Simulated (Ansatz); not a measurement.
Calculated with Ansatz (gas phase, PBE0-D4/def2-TZVP geometries, no zero-point term in ΔE). CBS: MP2 limit from def2 TZ/QZ plus the TZ coupled-cluster correction, frozen cores. DFT in def2-TZVPP. B3LYP here is the variant with VWN-RPA as its local correlation; programs differ in this. Each species was taken in one conformer, which may not be the lowest.

Consider the redistribution: `CO[SiH](C)[SiH3]` + `[AlH2][NH]CS` → `CO[SiH]([SiH3])S` + `CC[NH][AlH2]`.

Problem. Is it downhill or uphill in electronic energy at CCSD(T)/CBS, and by how much? (An estimate is asked.)

Solution. The calculation gave: Downhill: ΔE = -79.3 kJ/mol.

Problem. What do these levels give: PBE-D4, PBE0-D4, B3LYP-D4, ωB97X-V, ωB97M-V, PBE, HF/def2-TZVPP, MP2/def2-TZVPP, CCSD/def2-TZVPP, CCSD(T)/def2-TZVPP, HF/def2-QZVPP, MP2/def2-QZVPP? (Estimate.)

Solution. The calculation gave: PBE-D4 -76.0, PBE0-D4 -78.4, B3LYP-D4 -76.1, ωB97X-V -77.5, ωB97M-V -77.2, PBE -75.5, HF/def2-TZVPP -80.9, MP2/def2-TZVPP -80.7, CCSD/def2-TZVPP -78.7, CCSD(T)/def2-TZVPP -78.4, HF/def2-QZVPP -80.3, MP2/def2-QZVPP -81.1 kJ/mol.

Largest T1 diagnostic among the species: 0.012.
